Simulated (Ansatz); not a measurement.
Geometry optimisation, Ansatz, RKS B3LYP/def2-SVP.

The input (input.yaml):

```yaml
crystal:
  periodic: [false, false, false]
  atoms:
    - { symbol: W, position_ang: [0.204547, -0.20022, -0.415152] }
    - { symbol: F, position_ang: [-0.344825, -0.689621, 2.539472] }
    - { symbol: F, position_ang: [1.746783, 0.576434, -1.106123] }
    - { symbol: H, position_ang: [0.527013, 1.023316, 0.712917] }
    - { symbol: F, position_ang: [-1.493887, 0.454475, -0.097858] }
    - { symbol: F, position_ang: [-0.157792, -1.977154, -0.029156] }
    - { symbol: F, position_ang: [-0.120663, -0.386525, -2.272146] }
    - { symbol: H, position_ang: [1.359768, -0.550946, 0.805149] }
    - { symbol: H, position_ang: [0.575756, -0.787659, 2.480098] }
basis:
  gaussian: { orbitals: def2-SVP }
hamiltonian:
  xc: b3lyp
relax:
  f_tol: 0.03
  max_steps: 50
```

Command:

```bash
$ ansatz run input.yaml --threads 4 --pin off --max-ram 5120MiB --backend cpu --events-out ev --progress --plain --runs-dir out
```

**Question.** Where does it end, and by what steps?

**Answer.** It converged. After 18 steps the energy has fallen by 0.159 eV; H9 moved furthest, 0.97 Å. Joined: W1–F2 (3.04 → 2.49 Å).

```
step  energy less start (eV)  largest force component (eV/Å)  accepted
   0                  0.0000                           0.271       yes
   1                  0.0955                           3.109        no
   2                 -0.0214                           0.843       yes
   3                 -0.0417                           0.889       yes
   4                 -0.0810                           0.578       yes
   5                 -0.0853                           0.669       yes
   6                 -0.1060                           0.353       yes
   7                 -0.1097                           0.320       yes
   8                 -0.1152                           0.241       yes
   9                 -0.1176                           0.421       yes
  10                 -0.1249                           0.365       yes
  11                 -0.1415                           0.143       yes
  12                 -0.1441                           0.108       yes
  13                 -0.0780                           2.504        no
  14                 -0.1531                           0.112       yes
  15                 -0.1580                           0.079       yes
  16                 -0.1478                           0.267        no
  17                 -0.1588                           0.039       yes
  18                 -0.1589                           0.030       yes
```

```xyz
9
Properties=species:S:1:pos:R:3
W 0.270 -0.162 -0.254
F -0.237 -0.457 2.163
F 1.603 0.613 -1.293
H 0.731 1.193 0.653
F -1.397 0.568 0.122
F 0.121 -1.967 0.278
F -0.295 -0.624 -2.007
H 1.650 -0.314 0.724
H -0.148 -1.387 2.232
```

Time of the run: 44 s on 4 threads of Arm Neoverse V1 (shared host), peak memory 0.29 GiB.
